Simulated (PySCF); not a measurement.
## Static response to an electric field

Compound: ethylbenzene, C₈H₁₀.
Geometry (PBE0-D3(BJ)/def2-SVP, Å), atoms numbered from 1 in this order:
```
atom  x, y, z in Å
C1    -2.524   -0.494   -0.693
C2    -1.762    0.106    0.485
C3    -0.273    0.122    0.264
C4     0.520   -0.972    0.630
C5     1.891   -0.981    0.382
C6     2.496    0.109   -0.241
C7     1.720    1.207   -0.612
C8     0.349    1.209   -0.361
H9    -3.610   -0.495   -0.509
H10   -2.336    0.076   -1.616
H11   -2.209   -1.532   -0.879
H12   -1.989   -0.465    1.400
H13   -2.115    1.135    0.667
H14    0.053   -1.830    1.124
H15    2.492   -1.844    0.680
H16    3.571    0.106   -0.435
H17    2.185    2.068   -1.097
H18   -0.254    2.075   -0.651
```

Level: wB97X-D/def2-SVPD (PySCF), static field, nuclei fixed, core orbitals frozen in the response. The polarisability tensor in these axes (au):

```
x   116.28  -0.14  -3.69
y    -0.14  91.30 -12.07
z    -3.69 -12.07  70.84
```

Task: Give the principal values, the mean and the anisotropy Δα = √{½[(α1 − α2)² + (α2 − α3)² + (α1 − α3)²]}.

Result: Principal values 65.02, 96.79 and 116.61 au; mean 92.80 au = 13.75 Å³ = 15.30 × 10⁻⁴⁰ C²·m²/J; Δα = 45.08 au (49 % of the mean).

Task: What is the dipole moment, and where does it point?

Result: (-0.40, -0.03, 0.00) D, 0.40 D in size, pointing from the negative to the positive side. Measured along this direction, the outermost atoms are H16 at the negative end and H9 at the positive end.

Task: Refractivity n − 1 of an ideal gas of it at 500 K and 1 atm, from the electronic α?

Result: N = p/kT = 1.4678 × 10¹⁹ cm⁻³, so n − 1 = 2π × N × 13.75 × 10⁻²⁴ cm³ = 1268 × 10⁻⁶ at long wavelengths, for an ideal gas.

Task: Along which axes do the principal values lie, and how far do the nuclei extend along each?

Result: Largest value along (1.00, 0.04, -0.09), where the nuclei span 7.16 Å; middle along (-0.07, 0.91, -0.41), 4.31 Å; least along (0.07, 0.42, 0.91), 2.53 Å. The response follows the extents in order.

Task: Find the Langevin capture rate constant for NH4+ (18.034 u) meeting this molecule (106.078 u), k = 2.342 × 10⁻⁹ cm³/s × √(α in Å³ / reduced mass in u).

Result: The reduced mass is 15.41 u, so k = 2.21 × 10⁻⁹ cm³/s. The formula leaves out the permanent dipole, which adds to the capture rate.

Task: In a dilute gas of rigid molecules at 400 K, how does the orientational term μ²/3kT compare with the electronic polarisability?

Result: In Gaussian units μ²/3kT = 0.97 Å³ against 13.75 Å³, a ratio of 0.07; the Debye molar polarisation (4π/3)N_A(α + μ²/3kT) is 37.1 cm³/mol, leaving out the vibrational part.

Task: Molar refractivity from α?

Result: Lorentz–Lorenz: R = (4π/3)N_A α = 2.5225 cm³/(mol·Å³) × 13.75 Å³ = 34.7 cm³/mol, in the limit of long wavelengths.

The structure is a single PBE0-D3(BJ)/def2-SVP conformer in the gas phase; no vibrational or solvent corrections.
